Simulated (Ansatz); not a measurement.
Reaction (isomerisation): `C#[C][AlH][CH2]C` → `C[C]1([AlH2])C=C1`

Program: Ansatz. Geometries: PBE0-D4/def2-TZVP. ΔE: electronic, gas phase. CCSD(T)/CBS adds triple-zeta CCSD(T) − MP2 to the extrapolated MP2 energy (def2 sets, frozen cores). Functionals use def2-TZVPP. B3LYP here is the variant with VWN-RPA as its local correlation; programs differ in this. One conformer a species, not always the lowest.

| level | ΔE (kJ/mol) | difference from CCSD(T)/CBS |
| --- | --- | --- |
| r2SCAN-D4 | 165.7 | -11.3 |
| PBE0-D4 | 150.9 | -26.1 |
| ωB97X-V | 158.6 | -18.4 |
| B2PLYP | 182.1 | 5.1 |
| r2SCAN | 166.3 | -10.7 |
| B3LYP | 178.8 | 1.8 |
| MP2/def2-TZVPP | 175.7 | -1.3 |
| SCS-MP2/def2-TZVPP | 180.7 | 3.7 |
| HF/CBS(def2) | 198.5 | 21.5 |
| MP2/CBS(def2) | 174.8 | -2.2 |
| CCSD(T)/CBS | 177.0 | 0 |

Largest T1 diagnostic among the species: 0.011.

The D4 term adds −5.4 kJ/mol with B3LYP and −2.6 kJ/mol with PBE0; it sums over pairs of atoms, weighted by their polarisabilities, and B3LYP, whose exchange is more repulsive, gets the larger term. In def2-TZVPP, CCSD(T) changes the Hartree–Fock value by −21.2 kJ/mol (the triples alone add −3.1 kJ/mol) and MP2 by −23.4 kJ/mol.
